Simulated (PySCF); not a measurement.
Computed with PySCF 2.14.0 with B3LYP-D3(BJ)/def2-TZVP. All species are isolated molecules in the gas phase. B3LYP has the VWN-RPA correlation part, as in Gaussian. Delta-SCF ions had no search for a lower state. 

Reference species (SMILES): `[GaH3]` (neutral, multiplicity 1).

| Item | Result |
|---|---|
| vertical ionisation energy (Delta-SCF) | 11.22 eV |
| HOMO | -8.41 eV |

Changed species: `[Cl][GaH2]` (1 of 3 H replaced by Cl; the reference has 0 of 3 H replaced by Cl).

Give the shifts of the vertical ionisation energy (Delta-SCF) and HOMO.

the vertical ionisation energy (Delta-SCF) drops by 0.46 eV, to 10.76 eV; the HOMO increases by 0.20 eV, to -8.21 eV.
